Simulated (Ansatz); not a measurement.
Two isomers of C2H9AlSSi: A = `C[SiH2][CH2][AlH][SH]`, B = `C[SiH2]C[S][AlH2]`.

Gas-phase electronic energies from Ansatz, PBE0-D4/def2-TZVP geometries. CCSD(T)/CBS adds triple-zeta CCSD(T) − MP2 to the extrapolated MP2 energy (def2 sets, frozen cores). Functionals use def2-TZVPP. B3LYP here is the variant with VWN-RPA as its local correlation; programs differ in this. Each species was taken in one conformer, which may not be the lowest.

Q: Which isomer does CCSD(T)/CBS put lower? Give the gap. (Estimate.)

A: The calculation gave: A, by 109.0 kJ/mol.

Q: Give E(B) − E(A) in kJ/mol with PBE0-D4, PBE-D4, ωB97M-V, HF/def2-TZVPP, B3LYP-D4, CCSD/def2-TZVPP, MP2/def2-TZVPP. (An estimate is asked.)

A: Computed: PBE0-D4 107.7, PBE-D4 105.1, ωB97M-V 108.5, HF/def2-TZVPP 115.7, B3LYP-D4 110.0, CCSD/def2-TZVPP 112.4, MP2/def2-TZVPP 108.3. None reverses the order clearly.

Largest T1 diagnostic: 0.011.

In def2-TZVPP, CCSD(T) changes the Hartree–Fock value by −5.3 kJ/mol (the triples alone add −2.1 kJ/mol) and MP2 by −7.4 kJ/mol.
